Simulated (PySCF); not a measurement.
C5H7P3.
Numbering: `[CH3:1][CH2:2][c:3]1[p:4][cH:5][p:6][cH:7][p:8]1` (hydrogens: H9, H10, H11 on C1; H12, H13 on C2; H14 on C5; H15 on C7)

Geometry (GFN2-xTB, Å), atoms numbered from 1 in this order:
```
atom  x, y, z in Å
C1    -2.346    0.100    0.380
C2    -1.445    0.249   -0.845
C3     0.005    0.077   -0.445
P4     0.562   -1.572   -0.502
C5     2.192   -1.561    0.072
P6     3.279   -0.342    0.636
C7     2.385    1.134    0.534
P8     0.784    1.558    0.038
H9    -3.391    0.220    0.103
H10   -2.213   -0.884    0.826
H11   -2.092    0.852    1.126
H12   -1.599    1.238   -1.286
H13   -1.720   -0.505   -1.587
H14    2.634   -2.556    0.075
H15    2.961    2.000    0.854
```

Computed, not measured: TDDFT CAM-B3LYP/def2-SVPD, vertical, gas phase, core orbitals frozen in the response (PySCF).

```
state  E (eV)  ν̃ (cm⁻¹)       f  symmetry  main configurations (H = HOMO, L = LUMO)
   S1    3.78      30500  0.0054        A″                  H→L (65%), H-3→L+1 (33%)
   S2    3.85      31030   0.020        A′                               H-1→L (90%)
   S3    3.96      31940  0.0000         –                H-1→L+1 (57%), H-2→L (42%)
   S4    4.01      32360  0.0000         –                H-2→L (57%), H-1→L+1 (40%)
   S5    4.06      32790  0.0086        A′                             H-2→L+1 (89%)
   S6    4.35      35070   0.028        A′                  H→L+1 (66%), H-3→L (30%)
   S7    4.96      40000   0.240        A″                  H-3→L+1 (60%), H→L (32%)
   S8    4.99      40280   0.353        A′                  H-3→L (65%), H→L+1 (27%)
```

Triplets, Tamm–Dancoff:

```json
{"state": "T1", "E (eV)": "2.63", "λ (nm)": "470.7", "main configurations (H = HOMO, L = LUMO)": "H→L+1 (61%), H-3→L (33%)"}
{"state": "T2", "E (eV)": "3.15", "λ (nm)": "393.9", "main configurations (H = HOMO, L = LUMO)": "H→L (92%)"}
{"state": "T3", "E (eV)": "3.19", "λ (nm)": "388.3", "main configurations (H = HOMO, L = LUMO)": "H-1→L (79%), H-2→L+1 (15%)"}
```

The lowest singlet lies at 3.78 eV (328 nm, ultraviolet) and is weak; its leading configuration is HOMO→LUMO (65%). The strongest level in the table is S8 at 4.99 eV (248 nm, f = 0.353). It is the last of those listed, so stronger ones may follow. Löwdin shares by element: HOMO carbon 47% or more, phosphorus 19% or more (atoms not listed hold the other 34%); LUMO phosphorus 42% or more, carbon 35% or more (atoms not listed hold the other 23%). Orbital energies (eV): HOMO-3 -8.73, HOMO-2 -8.71, HOMO-1 -8.62, HOMO -8.36, LUMO -1.42, LUMO+1 -1.34, LUMO+2 1.43. Weighted by f, the mean energy of these states is 4.90 eV. Of the 8 states listed, 4 reach f = 0.01 and 2 stay under 0.0005. Symmetry labels in Cs follow from the direction of the transition dipole and are given only for states with f of 0.002 or more. The window holds the lowest 8 singlets.

Rough CPU time on one thread of a shared machine: about 2.7 min (with the writing of density and orbital grids).

One conformer stands for the species.
